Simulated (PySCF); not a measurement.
## Spinor energies of Te(2+) (tellurium, charge +2)

Start: [Kr] 4d10 5s1 5p3; 5s1/2 filled at m_j = +1/2; 5p3/2 filled at m_j = -1/2, +1/2, +3/2. Calculated with PySCF 2.14 in x2c-TZVPall-2c (8s9p5d2f, 74 functions): generalised Hartree-Fock with the X2C-1e Hamiltonian and a Gaussian nucleus; one run each with spin-orbit coupling (SO) switched off, then screened by Boettger's factors. This is a chosen level, not necessarily the ground level.

| spinor shell | electrons | ε, spin-free (eV) | ε, screened SO (eV) | weight of nominal j (screened SO) | rms radius, screened SO (bohr) |
| --- | --- | --- | --- | --- | --- |
| 1s1/2 | 2 | -31993.5 | -31990.1 | 1.000 | 0.0318 |
| 2s1/2 | 2 | -5021.0 | -5020.0 | 1.000 | 0.130 |
| 2p1/2 | 2 | -4502.4 | -4693.1 | 1.000 | 0.112 |
| 2p3/2 | 4 | -4502.4 | -4416.0 | 1.000 | 0.117 |
| 3s1/2 | 2 | -1057.3 | -1057.0 | 1.000 | 0.343 |
| 3p1/2 | 2 | -884.70 | -921.28 | 1.000 | 0.336 |
| 3p3/2 | 4 | -884.70 | -867.98 | 1.000 | 0.347 |
| 3d3/2 | 4 | -624.20 | -630.57 | 1.000 | 0.320 |
| 3d5/2 | 6 | -624.20 | -619.65 | 1.000 | 0.323 |
| 4s1/2 | 2 | -213.60 | -213.50 | 1.000 | 0.815 |
| 4p1/2 | 2 | -157.73 | -164.75 | 0.998 | 0.858 |
| 4p3/2 | 4 | -157.73 | -154.46 | 0.999 | 0.886 |
| 4d3/2 | 4 | -73.423 | -74.411 | 0.952 | 1.04 |
| 4d5/2 | 6 | -73.423 | -72.662 | 0.968 | 1.04 |
| 5s1/2 | 1 | -42.812 | -42.757 | 1.000 | 2.12 |
| 5p3/2 | 3 | -28.893 | -28.915 | 0.616 | 2.46 |

```
   quantity    spin-free  screened SO
E (hartree)  -6788.80374  -6790.69239
        M_J            2            2
       ⟨J²⟩        6.003        6.003
       ⟨L²⟩        0.000        0.049
       ⟨S²⟩        6.003        5.966
```

Each row is a mean over spinors that exchange with the open shell spreads, by up to 1.247 eV (4s1/2).

Rows whose weight is well below 1 are mixtures of j = l ± 1/2: exchange outweighs spin-orbit coupling there, and the label is only the starting occupation.

Breit and QED terms are absent; they matter most for the inner s and p1/2 levels.

Densities and radii are taken from the X2C orbitals without a picture-change correction, which distorts them close to the nucleus.

Without spin-orbit coupling the j labels of p, d and f shells carry no meaning; the spin-free column gives the mean over the occupied spinors of each nl shell.
